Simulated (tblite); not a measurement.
Task: Give a GFN2-xTB geometry of `C#C[C@H](C)C[SiH2][SiH2][SiH2]F`.

Result: 
```
atom  x, y, z in Å
C1     3.332    0.420   -1.749
C2     2.684    0.104   -0.794
C3     1.916   -0.339    0.356
C4     2.504   -1.654    0.879
C5     0.437   -0.499   -0.014
Si6   -0.409    1.127   -0.538
Si7   -2.684    0.749   -0.827
Si8   -3.813   -0.148    0.978
F9    -2.852   -1.314    1.569
H10    3.897    0.717   -2.582
H11    2.005    0.425    1.139
H12    2.433   -2.427    0.115
H13    1.961   -1.986    1.761
H14    3.552   -1.527    1.141
H15    0.356   -1.237   -0.816
H16   -0.086   -0.921    0.848
H17    0.268    1.656   -1.729
H18   -0.167    2.107    0.536
H19   -2.933   -0.102   -2.005
H20   -3.363    2.008   -1.176
H21   -5.067   -0.867    0.767
H22   -3.981    0.723    2.140
```

Any rigid rotation of these coordinates is as good. Atoms count from 1 in this order. Of the pairs four or more bonds apart, H13···H16 is among the closest relative to their van der Waals radii: 2.48 Å, 103 % of the sum of Bondi's values. Si6 (SiH2 silicon) is distorted tetrahedral (angles from 106.0° to 114.2°). Si7 (SiH2 silicon) is distorted tetrahedral (angles from 103.1° to 116.4°). The C–C distances run from 1.197 Å (C1≡C2, drawn triple) to 1.533 Å (C3–C5, drawn single), a spread of 0.336 Å.

Bonds between heavy atoms (Å): C1≡C2 1.197, C2–C3 1.452, C3–C4 1.533, C3–C5 1.533, C5–Si6 1.906, Si6–Si7 2.324, Si7–Si8 2.310, Si8–F9 1.622.

The geometry is computed with GFN2-xTB (gas phase).

Point group: C1 (no symmetry element, even within 0.4 Å). Its lowest GFN2-xTB frequency is 14 cm⁻¹, too small to tell a flat minimum from a shallow saddle. One conformer, not necessarily the lowest (C2–C3–C5–Si6 -63°, C3–C5–Si6–Si7 -174°, C5–Si6–Si7–Si8 56°, Si6–Si7–Si8–F9 -43°).

The run took 0.89 s on an Arm Neoverse V2 with one thread, shared host with 32 logical CPUs at a one-minute load of 24. This is the geometry optimisation.
